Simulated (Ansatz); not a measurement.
Basis-set extrapolation for CH₆BClOSi, SMILES `OB(Cl)C[SiH3]` (PBE0-D4/def2-TZVP geometry, frozen core, the Gaussian-basis code of Ansatz). Multiplicity 1, RHF reference.

```
                      def2-TZVPP   def2-QZVPP
                 HF  -889.540970  -889.569139
    MP2 correlation    -0.828378    -0.893963
CCSD(T) correlation    -0.915838      not run
```

Energies in hartree. Use E(X) = E(∞) + A·exp(−7.88·√X) for Hartree–Fock and E(X) = E(∞) + B·X^(−2.97) for correlation, with X = 3 and 4, and add CCSD(T) minus MP2 of the smaller set to the MP2 limit.

Q: What is the CCSD(T) energy at the basis-set limit?

A: HF limit: -889.569139 + (-0.028169) × 0.13774 = -889.57302. MP2 limit: -0.893963 + (-0.065585) × 0.74074 = -0.94254. Higher-order term: -0.915838 − (-0.828378) = -0.08746. Total: -890.60302 hartree, 383.9 kJ/mol below CCSD(T)/def2-TZVPP.
